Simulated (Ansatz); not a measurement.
(Cl2Al-mu-PSiH3)2 (Al₂Si₄P₂H₁₂Cl₄). The state is a singlet with charge 0. Geometry PBE-D4/def2-SVP.

```xyz
24

Al    1.311   -1.033   -0.363
Cl    0.885   -2.959   -1.182
Cl    3.322   -0.411   -0.009
P    -0.047   -0.626    1.588
Si    1.109    0.008    3.421
Si   -1.470   -2.329    2.016
Al   -1.135    1.195    0.439
Cl   -3.209    0.769    0.158
Cl   -0.499    3.064    1.250
P     0.110    0.681   -1.562
Si   -1.201   -0.173   -3.193
Si    1.421    2.363   -2.306
H     0.135    0.473    4.465
H     2.013    1.120    2.986
H     1.895   -1.167    3.927
H    -2.437   -1.897    3.082
H    -2.178   -2.617    0.728
H    -0.680   -3.518    2.479
H    -2.103    0.909   -3.707
H    -1.988   -1.279   -2.561
H    -0.325   -0.692   -4.295
H     2.318    1.830   -3.386
H     2.211    2.836   -1.127
H     0.543    3.454   -2.848
```

(1) Estimate the orbital energies around the gap (eV) in Ansatz with HF/STO-3G, PBE-D4/def2-SVP, PBE-D4/def2-TZVP, PBE0-D4/def2-SVP, PBE0-D4/def2-TZVP.

Answers

(1) 
```tsv
orbital	HF/STO-3G	PBE-D4/def2-SVP	PBE-D4/def2-TZVP	PBE0-D4/def2-SVP	PBE0-D4/def2-TZVP
HOMO−5	-9.84	-7.49	-7.66	-8.93	-9.04
HOMO−4	-9.83	-7.40	-7.58	-8.85	-8.98
HOMO−3	-9.80	-7.37	-7.54	-8.80	-8.91
HOMO−2	-8.42	-7.14	-7.18	-8.30	-8.28
HOMO−1	-8.36	-7.03	-7.12	-8.26	-8.26
HOMO	-7.86	-6.63	-6.72	-7.82	-7.83
LUMO	6.95	-2.17	-2.41	-1.47	-1.67
LUMO+1	7.38	-1.57	-1.82	-0.79	-1.05
LUMO+2	8.64	-1.29	-1.63	-0.50	-0.82
LUMO+3	8.82	-1.18	-1.52	-0.40	-0.72
LUMO+4	8.92	-1.17	-1.44	-0.34	-0.66
LUMO+5	10.20	-0.97	-1.43	-0.19	-0.58
```
